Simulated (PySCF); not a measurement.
Input file for PySCF: R-BP86/6-31G* on BeH2O (SMILES [BeH][OH]), a point of a bond scan (R = 1.992 Å).

```python
from pyscf import gto, scf, dft, mp
from pyscf.data.elements import chemcore

mol = gto.M(
    atom='''
    Be   -0.78408142   -0.35296304    0.02982263
    H    -2.60090310   -1.16590691    0.10486208
    O     0.51114037    0.18521819   -0.07360318
    H     1.04249858    0.82503224    0.38968601
    ''',
    basis='6-31g*',
    cart=True,
    charge=0, spin=0, verbose=3, max_memory=1800)
mf = dft.RKS(mol, xc='b88,p86')
mf.conv_tol = 1e-8
mf.max_cycle = 100
mf.kernel()
if not mf.converged:
    mf = mf.newton().run(mf.mo_coeff, mf.mo_occ)
```

It printed:

```
converged SCF energy = -91.1491374529778
```

Self-consistency was reached.

Cost: very roughly 2.2 core-seconds.
